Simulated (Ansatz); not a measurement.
Isolated molecules relaxed with PBE0-D4/def2-TZVP in Ansatz; ΔE leaves out vibrations. CBS: MP2 limit from def2 TZ/QZ plus the TZ coupled-cluster correction, frozen cores. This one scheme is used for every species. DFT in def2-TZVPP. B3LYP here is the variant with VWN-RPA as its local correlation; programs differ in this. Each species was taken in one conformer, which may not be the lowest.

Reaction (substitution at a C–C bond): `BN(B)CC` + `CO[Si]O` → `CO[Si]OC` + `BN(B)C`

```json
{"species": "`BN(B)CC`", "B3LYP energy (Eh)": "-186.20807"}
{"species": "`CO[Si]O`", "B3LYP energy (Eh)": "-480.62642"}
{"species": "`CO[Si]OC`", "B3LYP energy (Eh)": "-519.93293"}
{"species": "`BN(B)C`", "B3LYP energy (Eh)": "-146.87596"}
```

Work out ΔE.

ΔE = (-519.93293) + (-146.87596) − (-186.20807) − (-480.62642) = 0.02560 Eh = +0.70 eV. CCSD(T)/CBS gives +0.83 eV.

Largest T1 diagnostic among the species: 0.014.

In def2-TZVPP, CCSD(T) changes the Hartree–Fock value by +0.12 eV (the triples alone add +0.01 eV) and MP2 by +0.17 eV. Leaving LDA and LC-ωPBE aside and taking each functional with its dispersion term where it has one, the values, not all of them listed here, spread over 0.19 eV, from BLYP-D4 to PBE-QIDH. LDA lies +0.06 eV from PBE without D4.
